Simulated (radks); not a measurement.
Question: Te3+, configuration [Kr] 4d10 5s2 5p1. All-electron calculation, Dirac Kohn-Sham, PBEsol, spin-unpolarised, spherical densities, finite nucleus; open shells are shared between the two j in proportion to 2j + 1; Fermi nuclear charge, rms radius 4.7423 fm. Program: a radial shooting solver on a logarithmic mesh with Libxc functionals. Some entries of the table are withheld. Estimate them.

orbital,occ.,eigenvalue (Ry),<r^2> (bohr^2),<1/r> (bohr^-1)
1s1/2,2,(1),0.001049,55.55
2s1/2,2,-358.2435,0.01689,12.94
2p1/2,2,-335.8547,0.01251,12.92
2p3/2,4,-315.6952,0.01380,11.96
3s1/2,2,-73.10984,0.1187,4.600
3p1/2,2,-63.89890,0.1134,4.511
3p3/2,4,-60.14174,0.1216,4.273
3d3/2,4,-43.87363,0.1030,4.126
3d5/2,6,-43.08761,0.1054,4.065
4s1/2,2,(2),0.6606,1.837
4p1/2,2,-11.15789,0.7317,(3)
4p3/2,4,-10.44067,0.7848,(4)
4d3/2,4,-5.37749,(5),1.388
4d5/2,6,-5.26835,(6),1.368
5s1/2,2,-3.14403,4.119,0.6810
5p1/2,0.333333,-2.38998,5.317,0.5942
5p3/2,0.666667,-2.29883,5.659,0.5733
6s1/2,0,(7),18.53,0.3195
4f5/2,0,-0.86257,11.71,0.4330
4f7/2,0,-0.86137,11.78,0.4309

Answer: 
(1) 1s1/2 eigenvalue (Ry): -2324.031
(2) 4s1/2 eigenvalue (Ry): -14.32638
(3) 4p1/2 <1/r> (bohr^-1): 1.725
(4) 4p3/2 <1/r> (bohr^-1): 1.648
(5) 4d3/2 <r^2> (bohr^2): 1.076
(6) 4d5/2 <r^2> (bohr^2): 1.103
(7) 6s1/2 eigenvalue (Ry): -1.21253
